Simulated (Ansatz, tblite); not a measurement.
Removing and adding an electron: Ga4O6 (the lowest singlet isomer of a short search). Total charge 0; singlet. Geometry: PBE-D4/def2-SVP. Ansatz, gas phase; energy differences of separate SCF runs; the oxidised species was run as a doublet alone; the reduced species was run as a doublet alone.

```xyz
10

Ga    0.3413   -1.0473   -1.0310
Ga    0.1799    1.4798   -1.7328
Ga   -0.2734   -1.3014    2.4761
Ga   -0.7861    1.3450    0.7255
O     0.9659   -1.4179    0.7798
O     1.2055    0.0672   -2.2640
O     0.2760   -2.5933   -0.0428
O    -1.0731    0.2532   -0.8416
O    -0.8229    0.5497    2.2877
O    -0.0131    2.6651   -0.3568
```

The xTB rows come from tblite. The structure comes from a short search, and lower isomers may exist.

```csv
level,−HOMO (eV),vertical IE (eV),−LUMO (eV),vertical EA (eV),HOMO–LUMO gap (eV),IE − EA (eV),remarks
GFN1-xTB,10.17,12.90,8.64,5.97,1.53,6.93,–
GFN2-xTB,11.98,14.70,11.19,8.63,0.78,6.07,–
PBE-D4/def2-TZVP,5.54,7.87,4.75,2.57,0.79,5.30,restricted SCF unstable in HF (singlet)
PBE0-D4/def2-TZVP,6.08,7.71,4.22,2.73,1.86,4.97,restricted SCF unstable in HF (singlet)
```

Relaxing the reduced species (PBE-D4/def2-SVP) changes its energy by -0.46 eV at PBE-D4/def2-TZVP, so the adiabatic electron affinity to this nearest minimum is 3.03 eV. At PBE0-D4/def2-TZVP it is 3.24 eV.  Run but left out: HF/def2-TZVP (singlet: restricted singlet, unstable in another Hartree–Fock run and untested here).   Raw xTB energy differences between charge states are shifted by several eV; the methods need an empirical correction for them. Sets without diffuse functions give affinities that are too small.
